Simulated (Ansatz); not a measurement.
Strength of the C–H bond: CHBrCl2 → CBrCl2 + H

Species: CHBrCl2 (bromodichloromethane) `ClC(Cl)Br`, singlet; CBrCl2 `Cl[C](Cl)Br`, doublet; H atom, doublet. 

Shapes, held fixed at every level: PBE0-D4/def2-TZVP. Programs: Ansatz 0.2.0. The zero-point and thermal change to 298 K, harmonic and unscaled (PBE0-D4/def2-TZVP), is -26.9 kJ/mol.

| level | kind | ΔH(298 K) (kJ/mol) | less CCSD(T)/def2-TZVPP |
| --- | --- | --- | --- |
| HF/def2-SVP | Hartree–Fock | +295.3 | -92.6 |
| PBE-D4/def2-TZVPP | GGA | +364.7 | -23.2 |
| PBE0-D4/def2-TZVPP | global hybrid | +369.1 | -18.8 |
| r2SCAN0-D4/def2-TZVPP | global hybrid | +366.1 | -21.8 |
| MP2/def2-TZVPP | perturbation theory | +390.1 | +2.2 |
| CCSD/def2-TZVPP | coupled cluster or CI | +386.0 | -1.9 |
| CCSD(T)/def2-TZVPP | coupled cluster or CI | +387.9 | 0.0 |

The highest level, CCSD(T)/def2-TZVPP, gives ΔH(298 K) = +387.9 kJ/mol; the levels span +295.3 to +390.1. The column of differences is taken from that level and isn't an error. Hartree–Fock misses the correlation of the pair that is broken and comes out low. No measured value is set beside it here. Open shells run unrestricted unless RO is named. Relativity is left out for Br unless named. Correlated rows may include outer-core shells of Br, which these sets cover unevenly.
